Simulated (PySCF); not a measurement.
H2MgS. Atoms are numbered in the order given.

```xyz
4

Mg     0.0008     1.2525     0.0000
H      0.0325     2.9406     0.0000
S     -0.0814    -1.0500     0.0000
H      1.2593    -1.1709     0.0000
```

Coordinates come from a B3LYP-D3(BJ)/def2-TZVP optimisation.

These are B3LYP/def2-TZVPD in PySCF values and carry that method's errors.

Gas-phase values at a fixed geometry.

```yaml
total_energy: -599.55278 hartree
point_group: Cs
highest_occupied_level: -6.85 eV
lowest_empty_level: -1.22 eV
orbital_gap: 5.63 eV
dipole_moment: 1.21 D
quadrupole, principal values (traceless, Buckingham form, about the centre of nuclear charge): -12.24, 3.08, 9.16 D·Å
mean_static_polarisability: 54.2 bohr³ (8.04 Å³)
polarisability_principal_values: 46.3, 49.0, 67.4 bohr³
```
